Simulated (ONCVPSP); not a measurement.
Potentials for phosphorus (P) compared

Generated with ld1.x 7.5 (TM, RRKJ, ultrasoft, PAW), atompaw 4.2 or ONCVPSP 4.0.1. The cutoff is in Ry: for ld1.x and atompaw files where the sum of valence levels is converged to 10 mRy in a Bessel basis, for ONCV files where the hardest occupied wave has 1 mHa per electron of residual kinetic energy. The error is the largest all-electron minus pseudo excitation energy over each file’s own four to seven test configurations (ionisations up to +4, promotions, holes and added fractions of an electron), all of which were solved. The labels leave out finer settings (local radius, basis sizes, second energies), which also bear on the numbers. Spin-polarised tests are not counted. The rows are a selection from randomly drawn settings: files with unsolved tests, undetermined cutoffs or missed reference levels are left out.

A true bound ghost makes a file unfit for plane-wave use even where its test errors are small: the radial tests pick states by their node count and pass the ghost by.

```csv
potential,cutoff (Ry),largest error (meV),bound ghosts
"ONCV, PBE, scalar-relativistic, rc 1.35/1.25/1.40 (spd), local smoothed, core correction yes, reference 3s2 3p3, qcut 4.1/6.7/6.2, projectors 2/3/2",35,+46,p
"ONCV, LDA (Perdew-Zunger), scalar-relativistic, rc 1.05/0.95 (sp), local smoothed, core correction yes, reference 2s2 2p6 3s2 3p3, qcut 14.9/13.3, projectors 2/2",161,+12,none
"ONCV, LDA (Perdew-Wang 92), non-relativistic, rc 1.55/2.00 (sp), local smoothed, core correction no, reference 3s2 3p3, qcut 4/4, projectors 2/2",35,+114,none
"ONCV, PBE, scalar-relativistic, rc 1.45/1.25 (sp), local smoothed, core correction yes, reference 3s2 3p2, qcut 3.6/5.3, projectors 2/2",149,+8.8,p
```

**Question.** Fill in the row for P: ONCV, PBEsol, non-relativistic, rc 1.45/1.45/1.45 (spd), local smoothed, core correction no, reference 3s2 3p1, qcut 4/5.2/7.2, projectors 2/2/3.

**Answer.** cutoff 34 Ry, largest error +16 meV, bound ghosts: none.

**Question.** Fill in the row for P: ONCV, PBEsol, scalar-relativistic, rc 1.60/1.65 (sp), local s, core correction yes, reference 3s2 3p2.5, qcut 4.6/4.7, projectors 0/2.

**Answer.** cutoff 19 Ry, largest error -231 meV, bound ghosts: none.
